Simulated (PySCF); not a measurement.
C2H11FSi3, SMILES F[SiH2][SiH2]CC[SiH3]. Atoms are numbered in the order given.

```xyz
17

F      2.5312     1.8233    -0.1168
Si     2.6763     0.2040     0.0684
Si     0.5247    -0.6487     0.4278
C     -0.6026    -0.0638    -0.9778
C     -2.0318    -0.6183    -0.9861
Si    -3.1238    -0.1472     0.4851
H      3.6111    -0.0495     1.2048
H      3.2828    -0.3395    -1.1851
H      0.0312    -0.1734     1.7583
H      0.5938    -2.1459     0.4680
H     -0.6085     1.0399    -0.9373
H     -0.0899    -0.3202    -1.9221
H     -2.0207    -1.7205    -1.0516
H     -2.5616    -0.2738    -1.8920
H     -3.0728     1.3307     0.7140
H     -2.6850    -0.8331     1.7389
H     -4.5365    -0.5455     0.2005
```

The structure is a stationary point at PBE0-D3(BJ)/def2-SVP. This is a generated structure with no PubChem entry under its InChIKey; it may be hypothetical. One conformer was computed; it need not be the lowest.

All values below come from KT2/pcSseg-1 in PySCF.

GIAO shieldings, no solvent; atoms listed in one row are averaged. δ = σ(ref) − σ: ¹⁹F against CFCl3 (σ = 127.1 ppm); ²⁹Si against TMS (σ = 361.9 ppm); ¹³C against TMS (σ = 185.1 ppm); ¹H against TMS (σ = 31.47 ppm), references at their B3LYP-D3(BJ)/def2-TZVP geometries, non-relativistic.

| nucleus | atoms | count | δ (ppm) |
|---|---|---|---|
| ¹⁹F | F1 | 1 | -301.6 |
| ²⁹Si | Si2 | 1 | 15.3 |
| ²⁹Si | Si6 | 1 | -68.2 |
| ²⁹Si | Si3 | 1 | -73.1 |
| ¹³C | C5 | 1 | 10.6 |
| ¹³C | C4 | 1 | 10.0 |
| ¹H | H7, H8 | 2 | 6.09 |
| ¹H | H9 | 1 | 4.50 |
| ¹H | H15, H16, H17 | 3 | 4.25 |
| ¹H | H10 | 1 | 3.83 |
| ¹H | H12 | 1 | 1.77 |
| ¹H | H14 | 1 | 1.75 |
| ¹H | H11 | 1 | 1.44 |
| ¹H | H13 | 1 | 1.22 |
